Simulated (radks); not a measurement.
Spherical quantum dot in the effective-mass picture: electrons in a parabolic well V = omega^2 r^2 / 2 with omega = 0.623, all in effective atomic units (hartree* = m*/eps^2 hartree, bohr* = eps/m* bohr), one dielectric constant everywhere. Calculated with a radial shooting solver with Libxc functionals: non-relativistic Kohn-Sham, r2SCAN, spin-polarised, spherical densities, generalised Kohn-Sham scheme. Levels are named by radial order and angular momentum (1s, 1p, 1d, 2s, ...), and open shells are averaged over m. Results are scaled to m* = 0.381 and eps = 9.7, for which hartree* = 110.2 meV and bohr* = 1.347 nm.

N = 7, configuration 1s2 1p(up 3, down 2). This is the lowest configuration that the search found. Occupied and some empty levels:

| level | occupation | eigenvalue (meV) | <r> (nm) |
|---|---|---|---|
| 1s up | 1 | 401.03 | 2.523 |
| 1s down | 1 | 403.69 | 2.503 |
| 1p up | 3 | 443.79 | 3.116 |
| 1p down | 2 | 447.61 | 3.121 |
| 1d up | 0 | 493.74 | 3.558 |
| 1d down | 0 | 497.94 | 3.572 |
| 2s up | 0 | 506.38 | 3.136 |
| 2s down | 0 | 508.83 | 3.142 |
| 1f up | 0 | 549.25 | 3.925 |
| 1f down | 0 | 553.56 | 3.946 |

Energy (meV): total 2011.11, kinetic 360.86, external 795.88, Hartree 1107.0, exchange-correlation -252.61.

Electron density:

| r (nm) | n(r) (e/nm^3) |
|---|---|
| 0.280 | 0.02795 |
| 0.593 | 0.02994 |
| 0.905 | 0.03273 |
| 1.22 | 0.03551 |
| 1.53 | 0.03750 |
| 1.84 | 0.03802 |
| 2.15 | 0.03663 |
| 2.47 | 0.03331 |
| 2.78 | 0.02842 |
| 3.09 | 0.02263 |
| 3.40 | 0.01679 |
| 3.72 | 0.01157 |
| 4.03 | 0.007410 |
| 4.34 | 0.004379 |
| 4.65 | 0.002392 |
| 4.96 | 0.001207 |
| 5.28 | 0.0005643 |
| 5.59 | 0.0002433 |
| 5.90 | 0.00009719 |
| 6.21 | 0.00003596 |
